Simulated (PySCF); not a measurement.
Fractional electron number in V²⁺ (vanadium, charge +2)

The 3d alpha orbital of [Ar] 3d3 is emptied in steps (occupation f), with all orbitals relaxed, ending at [Ar] 3d2. Calculation: PySCF 2.14, in aug-cc-pVDZ (7s6p4d2f, 59 functions); the non-relativistic Hamiltonian (point nucleus). The exact energy is a straight line in f; departures are measured from the line between the end points of the same method.

```
  f  UHF (eV)  LDA (eV)  PBE (eV)
  1     0.000     0.000     0.000
0.8     0.227    -1.281    -1.253
0.6     0.329    -1.946    -1.901
0.4     0.318    -1.970    -1.921
0.2     0.205    -1.329    -1.293
  0     0.000     0.000     0.000
```

| method | E(f=0) − E(f=1) (eV) | −ε at f=1 (eV) | −ε at f=0.4 (eV) |
| --- | --- | --- | --- |
| UHF | 29.072 | 30.546 | 28.754 |
| LDA | 30.758 | 22.853 | 32.282 |
| PBE | 30.586 | 22.846 | 32.087 |

Orbital energy along the path (eV):

```
  f      UHF      LDA      PBE
  1  -30.546  -22.853  -22.846
0.8  -29.884  -25.872  -25.815
0.6  -29.290  -29.016  -28.898
0.4  -28.754  -32.282  -32.087
0.2  -28.269  -35.664  -35.374
  0  -27.828  -39.157  -38.745
```

Reference removal energy between the ground levels: 29.311 eV (measured; NIST Atomic Spectra Database, ionization energies). The calculation has no spin-orbit coupling. The determinant left behind need not be the lowest term of the ion. UHF lacks correlation.
